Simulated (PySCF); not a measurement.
A run for PySCF: R-M06-2X/6-31G* on C3H5N (a complex), monomers drawn apart or pushed together.

```python
from pyscf import gto, scf, dft, mp
from pyscf.data.elements import chemcore

mol = gto.M(
    atom='''
    C     0.65587892    0.01106795   -0.00144994
    C    -0.66698897    0.04372339    0.08925288
    H     1.20531864   -0.92255132    0.01977273
    H     1.24178992    0.91583373   -0.11153000
    H    -1.21719402    0.97657139    0.05709584
    H    -1.25371187   -0.86180458    0.18833972
    C     0.23024999    0.25626634    3.40165371
    N     0.30986196    0.33212312    4.54301798
    H     0.15549780    0.18491793    2.33477694
    ''',
    basis='6-31g*',
    cart=True,
    charge=0, spin=0, verbose=3, max_memory=1800)
mf = dft.RKS(mol, xc='m062x')
mf.conv_tol = 1e-8
mf.max_cycle = 100
mf.kernel()
if not mf.converged:
    mf = mf.newton().run(mf.mo_coeff, mf.mo_occ)
```

It printed:

```
converged SCF energy = -171.925224647351
```

The run converged.

Cost: about 5 core-seconds (a rough figure).
